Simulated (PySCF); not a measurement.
**Vibration and rotation of TiO**

PBEsol constants of TiO, ³Δ (triplet), unpaired electrons σ ↑, δ ↑ (basis Ti def2-TZVPP, O def2-TZVPP; no relativity; PySCF 2.14; masses 47.9479 and 15.9949 u):

```
ωe   : 1039.8 cm⁻¹
ωexe : 4.35 cm⁻¹
Be   : 0.54578 cm⁻¹
αe   : 0.00295 cm⁻¹
```

**Question.** What force constant and bond length do these constants imply?

**Answer.** Reduced mass μred = 11.994 u; k = 5.8918×10⁻⁷·μred·ωe² (u, cm⁻¹, mdyn/Å) = 7.64 mdyn/Å; Re = √(16.8576/(μred·Be)) (u, cm⁻¹, Å) = 1.605 Å.

**Question.** Estimate the centrifugal constant D from the Kratzer relation and find the Dunham coefficient a1.

**Answer.** D = 4Be³/ωe² = 6.01e-07 cm⁻¹; a1 = −1 − αeωe/(6Be²) = -2.72.

De is left out where the level can put another filling of the metal’s s and d shells below the measured ground configuration, by anything from nothing to about 1 eV. With d or f electrons several states lie close, and the lowest PBE0 determinant need not be the measured ground state.
